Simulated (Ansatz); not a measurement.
Complex (SMILES): [H][H] (H2) with [SiH3][SiH3] (Si2H6), atoms 1 to 2 the first; geometry from B3LYP-D3(BJ)/def2-TZVP, monomers rigid:
```xyz
10

H      0.3397     0.0222     0.2902
H      0.6122     0.2666    -0.3576
Si     0.3200    -3.2284    -1.0917
Si     1.0226    -2.2141    -3.0850
H      0.1535    -4.6882    -1.2985
H      1.3218    -3.0132    -0.0199
H     -0.9775    -2.6616    -0.6511
H      1.2073    -0.7551    -2.8941
H      2.3113    -2.7989    -3.5296
H      0.0137    -2.4266    -4.1514
```

Interaction energy at HF with Ansatz (a first-principles code), kcal/mol, without and with the counterpoise correction (monomers among the partner's ghost functions). Cartesian d functions, on some or all atoms, in 6-31G**, 6-311+G**; all else is spherical. No added dispersion term, no relativity. Reference, counterpoise-corrected: the value in aug-pcseg-3, 0.40.

```csv
basis,functions,uncorrected,counterpoise,counterpoise correction,mean of both
pcseg-0,42,0.29,0.43,0.14,0.36
pcseg-1,76,0.40,0.45,0.05,0.43
6-31G**,78,0.31,0.44,0.13,0.37
cc-pV(D+d)Z,86,0.32,0.39,0.07,0.35
6-311+G**,110,0.41,0.43,0.03,0.42
def2-TZVP,122,0.39,0.42,0.03,0.41
def2-QZVP,380,0.39,0.40,0.00,0.40
pcseg-4,698,0.39,0.40,0.00,0.39
```

The corrected value lies nearer the reference in 5 of 8 rows.
